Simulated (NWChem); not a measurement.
Species: C₂H₇NOSi; SMILES C1OC[SiH]1N

```xyz
12

N     -0.5747     1.9662     0.0000
Si     0.4468     0.5626     0.0000
C     -0.0741    -0.8662     1.1368
O     -0.2567    -1.7214     0.0000
C     -0.0741    -0.8662    -1.1368
H     -0.5803     2.5550     0.8279
H     -0.5803     2.5550    -0.8279
H      1.9178     0.8700     0.0000
H     -1.0192    -0.7203     1.6927
H      0.6715    -1.2879     1.8335
H      0.6715    -1.2879    -1.8335
H     -1.0192    -0.7203    -1.6927
```
Atoms are numbered in this order, from 1.

Program: NWChem. Pople sets run with spherical d functions. Coordinates come from a PBE0/def2-SVP optimisation. Not confirmed as a minimum by frequencies. Atomic charges in e: unrestrained fits to the electrostatic potential beside Mulliken populations; buried atoms are poorly determined by the fit.

For level B3LYP/def2-SVP:

```
Item          Result
------------  ------
ESP N1         -0.89
Mulliken N1    -0.34
ESP Si2         0.57
Mulliken Si2    0.46
Mulliken C3     0.04
Mulliken O4    -0.41
Mulliken C5     0.04
```

Question: How do the values read with level Hartree-Fock/6-31G* instead?

Answer: The ESP N1 is -1.07. The Mulliken N1 is -1.06. The ESP Si2 comes out as 0.76, the Mulliken Si2 comes out as 0.96 and the Mulliken C3 is -0.24. The Mulliken O4 is -0.65 and the Mulliken C5 is -0.24.
